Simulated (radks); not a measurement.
The numbers below are computed, except where a source is named.
Al, configuration [Ne] 3s2 3p1 (the NIST ground configuration). Code: a radial shooting solver on a logarithmic mesh with Libxc functionals. Model: scalar-relativistic Kohn-Sham, LDA (Slater exchange, Perdew-Wang correlation), spin-polarised, spherical densities, point nucleus; open shells are filled with parallel spins first; hard spherical wall at 1.5 bohr. Some entries of the table are withheld. Estimate them.

orbital,occ.,eigenvalue (eV),<r^2> (bohr^2)
1s up,1,-1410.622,0.01975
1s down,1,-1409.139,0.01973
2s up,1,-42.5598,0.4446
2s down,1,-41.4050,0.4442
2p up,3,-1.8993,0.4090
2p down,3,-0.4328,0.4096
3d up,0,147.8245,0.8708
3d down,0,149.3410,0.8687
3s up,1,169.0956,0.8784
3s down,1,171.1026,0.8788
3p up,1,(1),0.8230
3p down,0,(2),0.8225
4p up,0,(3),0.7978
4p down,0,(4),0.7978
4s up,0,513.6830,0.8412
4s down,0,515.2839,0.8412

Answer. 
(1) 3p up eigenvalue (eV): 174.5844
(2) 3p down eigenvalue (eV): 176.7841
(3) 4p up eigenvalue (eV): 482.0576
(4) 4p down eigenvalue (eV): 483.7352
